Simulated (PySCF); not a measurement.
Mg(OMe)(SeH) (CH₄MgOSe), SMILES C[O][Mg][SeH].

Coordinates come from a B3LYP-D3(BJ)/def2-SVP optimisation. The structure was generated by enumeration; whether it is a known compound was not checked. One conformer was computed; it need not be the lowest.

Computed with PySCF with C-PCM-ωB97X/def2-SVP.

The values are the electrostatic part of the solvation free energy, E(continuum) − E(gas) at the gas-phase geometry, in a cavity of scaled van der Waals radii (PySCF's table); cavitation and dispersion terms are not included. A continuum can't describe solvent molecules that bind to the metal. In vacuum the orbital gap is 9.41 eV. The dipole moment in vacuum is 1.26 D.

Problem. Estimate the values in water (ε = 78.36), ethanol (ε = 24.85), chlorobenzene (ε = 5.70). (The exact figures need the calculation; the answer reports its results.)

Solution. 
```
solvent            ε  ΔG(elec) (kcal/mol)  dipole (D)  gap (eV)
-------------  -----  -------------------  ----------  --------
water          78.36                -12.1        2.16      9.99
ethanol        24.85                -11.7        2.12      9.97
chlorobenzene   5.70                 -9.8        1.97      9.87
```
